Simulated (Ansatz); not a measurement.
Relaxation of AlH6N3 (10 atoms, charge 0, multiplicity 1), to a largest force component of 0.02 eV/Å in at most 40 steps.

Level of theory: RKS PBE-D4/def2-SVP in Ansatz 0.2.0.

```xyz
10
Properties=species:S:1:pos:R:3
Al 0.000 0.000 0.000
N 0.000 0.000 1.920
H -0.877 -0.271 2.450
H 0.877 0.271 2.450
N 1.663 0.000 -0.960
H 2.129 -0.918 -1.212
H 2.114 0.918 -1.238
N -1.663 0.000 -0.960
H -2.332 -0.816 -0.861
H -1.912 0.816 -1.589
```

Question: Where does it end, and by what steps?

Answer: It converged. After 9 steps the energy has fallen by 1.266 eV; H6 moved furthest, 1.07 Å.

```json
{"step": "0", "energy less start (eV)": "0.0000", "largest force component (eV/Å)": "1.730", "accepted": "yes"}
{"step": "1", "energy less start (eV)": "-0.7333", "largest force component (eV/Å)": "0.989", "accepted": "yes"}
{"step": "2", "energy less start (eV)": "-0.9858", "largest force component (eV/Å)": "0.654", "accepted": "yes"}
{"step": "3", "energy less start (eV)": "-1.0899", "largest force component (eV/Å)": "0.436", "accepted": "yes"}
{"step": "4", "energy less start (eV)": "-1.1748", "largest force component (eV/Å)": "0.299", "accepted": "yes"}
{"step": "5", "energy less start (eV)": "-1.2261", "largest force component (eV/Å)": "0.241", "accepted": "yes"}
{"step": "6", "energy less start (eV)": "-1.2562", "largest force component (eV/Å)": "0.134", "accepted": "yes"}
{"step": "7", "energy less start (eV)": "-1.2658", "largest force component (eV/Å)": "0.021", "accepted": "yes"}
{"step": "8", "energy less start (eV)": "-1.2661", "largest force component (eV/Å)": "0.035", "accepted": "yes"}
{"step": "9", "energy less start (eV)": "-1.2663", "largest force component (eV/Å)": "0.004", "accepted": "yes"}
```

```xyz
10
Properties=species:S:1:pos:R:3
Al 0.001 0.000 -0.001
N -0.004 0.045 1.787
H -0.811 0.280 2.366
H 0.798 -0.165 2.383
N 1.544 0.127 -0.895
H 1.694 -0.184 -1.856
H 2.409 0.521 -0.523
N -1.540 -0.171 -0.892
H -2.406 -0.544 -0.501
H -1.687 0.092 -1.868
```

Whether the end is a true minimum wasn't checked by a vibrational analysis.

The run took 10 s on 2 threads of Intel(R) Xeon(R) 6975P-C (Granite Rapids) (shared host), peak memory 0.14 GiB.
